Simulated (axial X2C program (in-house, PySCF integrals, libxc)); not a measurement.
# Levels of HgCl by electron attachment to HgCl⁺ (EOM-EA-CCSD)

Computed with an in-house all-electron X2C program for linear molecules (integrals from PySCF): two-component X2C with atomic mean-field Coulomb and Gaunt terms, Gaussian nuclei, basis Hg dyall-acv3z, Cl dyall-av3z with contracted cores.

R = 2.393 Å (near the PBE0 minimum at charge 0 of the determinant lowest at the starting distance; the state shown can have its own minimum elsewhere).

Hartree–Fock spinors of HgCl⁺ (one of each Kramers pair; a window near the gap, which can cut inner shells):

```
  ω  occupied  ε (eV)                     character
1/2       yes  -25.26             94% Hg d, 3% Cl p
3/2       yes  -25.26                      98% Hg d
5/2       yes  -25.11                     100% Hg d
1/2       yes  -18.47   64% Cl p, 26% Hg s, 3% Hg d
1/2       yes  -17.76    92% Cl p, 3% Hg d, 2% Hg p
3/2       yes  -17.66    92% Cl p, 4% Hg d, 2% Hg p
1/2        no   -8.21  49% Hg s, 24% Hg p, 19% Cl p
1/2        no   -4.17    84% Hg p, 5% Cl p, 5% Cl d
3/2        no   -3.78    85% Hg p, 5% Hg d, 5% Cl p
1/2        no   -2.66   56% Hg p, 29% Hg s, 7% Hg d
1/2        no   -2.28  64% Hg s, 18% Hg p, 12% Hg d
1/2        no   -1.62                      97% Hg p
```

Levels of HgCl obtained by attaching an electron to HgCl⁺:

| Ω | binding energy (eV) | above lowest (cm⁻¹) | attached spinor | one-particle weight |
| --- | --- | --- | --- | --- |
| 1/2 | 9.242 | 0 | 49% Hg sσ, 22% Hg pσ, 20% Cl pσ | 0.96 |
| 1/2 | 4.831 | 35576 | 83% Hg pπ | 0.96 |
| 3/2 | 4.345 | 39500 | 85% Hg pπ | 0.96 |
| 1/2 | 3.176 | 48927 | 66% Hg pσ, 13% Hg dσ, 7% Hg sσ | 0.84 |
| 1/2 | 2.559 | 53901 | 89% Hg sσ | 0.96 |

Question: What is the splitting of the first π pair in the table, and is it regular or inverted?

Answer: E(3/2) − E(1/2) = 39500 − 35576 = 3924 cm⁻¹ at EOM-EA-CCSD: regular, Ω = 1/2 lower. Splittings at this level can be off by ten to twenty per cent.

This point took 25 s on 1 thread of Arm Neoverse V2, with other jobs on the host.

Reference electrons by ω block (each with its −ω partner): 1/2: 28, 3/2: 14, 5/2: 5, 7/2: 1. 18 electrons of HgCl⁺ correlated (inner shells frozen), 84 natural virtual spinors (a truncated set); levels can be off by some tenths of an eV. Roots sought by Ω: (1/2: 5, 3/2: 4, 5/2: 2, 7/2: 1); the list ends where they run out and leaves out roots under 60 % one-particle weight. The solver can skip a root, and states that need a further excitation, which the method places far too high, are missing though they may lie low or lowest. T1 of the reference 0.030 (Lee–Taylor). The reference was not checked to be the lowest state of its species. Number of frozen shells: Hg 5 s, 4 p, 2 d, 1 f; Cl 2 s, 1 p. Large amplitudes in the reference (orbital relaxation or multireference character) lower the reliability.
